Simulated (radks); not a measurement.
The numbers below are computed, except where a source is named.
Question: Neutral neon, [Ne]. Code: a radial shooting solver on a logarithmic mesh with Libxc functionals. Model: non-relativistic Kohn-Sham, exchange-only LDA, spin-polarised, spherical densities, point nucleus. Every spin shell is full or empty, so the densities are truly spherical. Functionals are evaluated on that one density, not self-consistently. Rank these orbital-free kinetic functionals by their error against the exact value of the orbitals, and give that value: Thomas-Fermi, von Weizsacker, TF + vW, TF + vW/5, revAPBEK, Perdew 92, Pearson, LKT, PG1, Ernzerhof.

Answer: Exact: 127.491 hartree. From best to worst, with 100 (|E| - |E exact|)/|E exact| (equal figures are ties): Ernzerhof +0.07, revAPBEK +0.38, Perdew 92 -0.80, Pearson -2.58, TF + vW/5 +5.42, Thomas-Fermi -8.61, PG1 +29.86, von Weizsacker -29.88, LKT +36.38, TF + vW +61.51.
